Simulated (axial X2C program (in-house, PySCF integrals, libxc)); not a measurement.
**CoP⁻ along the bond: PBE, two-component**

Computed with an axial X2C code built on PySCF integrals. Two-component (2c) means X2C with spin–orbit coupling and atomic mean-field two-electron Coulomb and Gaunt terms. Basis: Co dyall-acv3z [10s11p7d4f2g], P dyall-av3z [9s8p3d2f] (cores contracted in-house); Gaussian nuclei, density fitting, unrestricted open shells. Masses: Co 58.933 u, P 30.974 u.

State: Ω = 7/2 (⟨Sz⟩ = 1.50, ⟨Lz⟩ = 2.00 at PBE). Dipoles are positive if P is the positive end and refer to the centre of mass.

| R (Å) | μ (D) | HOMO (eV) | LUMO (eV) |
| --- | --- | --- | --- |
| 1.742 | -2.156 | 0.83 | 0.85 |
| 1.822 | -2.407 | 0.81 | 0.91 |
| 1.882 | -2.592 | 0.83 | 0.94 |
| 1.942 | -2.771 | 0.85 | 0.96 |
| 2.002 | -2.941 | 0.86 | 0.97 |
| 2.072 | -3.126 | 0.87 | 0.98 |
| 2.142 | -3.293 | 0.87 | 0.99 |
| 2.232 | -3.476 | 0.87 | 0.99 |
| 2.342 | -3.644 | 0.86 | 0.98 |
| 2.502 | -3.748 | 0.84 | 0.96 |

The minimum lies at 2.009 Å. What is the dipole moment there?

At PBE, 2c, with the sign and origin stated: μ = -2.96 D.

One determinant describes the state; a PBE0 search over occupations chose it and may have missed a lower one. Density functionals use the spin component along the axis (collinear). Other states lie close and PBE0, whose exact exchange favours high spin, may order them wrongly; the determinant shown need not be the ground state. The nearest other 2c determinant of the search, Ω = 1/2, lies 0.12 eV up at the distance of the search. Without a current term, density functionals place determinants with orbital angular momentum somewhat too high. With several unpaired electrons one determinant need not be a pure state. The highest occupied level of some functionals is positive through self-interaction error; at Hartree–Fock it is bound. The LUMO of an anion is an unbound level whose energy the basis sets.
